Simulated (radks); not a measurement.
Spin polarisation of the 3d8 shell in the nickel ion Ni2+. Start: [Ar] 3d(up 4, down 4); electrons of 3d are moved from spin down to spin up, other shells keep equal spins. All-electron calculation, scalar-relativistic Kohn-Sham, PBE, spin-polarised, spherical densities, finite nucleus; Fermi nuclear charge, rms radius of each element as measured or else 0.836 A^(1/3) + 0.57 fm. Program: a radial shooting solver on a logarithmic mesh with Libxc functionals.

moment (Bohr magnetons),E - E(0) (eV),e(3d up) (eV),e(3d down) (eV),3p down minus up (eV),3s down minus up (eV)
0,0.000,-28.366,-28.366,0.000,0.000
0.5,-0.064,-28.615,-28.102,0.558,0.569
1,-0.257,-28.851,-27.825,1.115,1.137
1.5,-0.578,-29.074,-27.533,1.673,1.706
2,-1.027,-29.282,-27.228,2.232,2.276

At moment 2 the spin-polarisation energy is -1.027 eV and the 3d exchange splitting 2.054 eV, that is 1.027 eV per Bohr magneton; E = -I m^2/4 would give I = 1.027 eV.
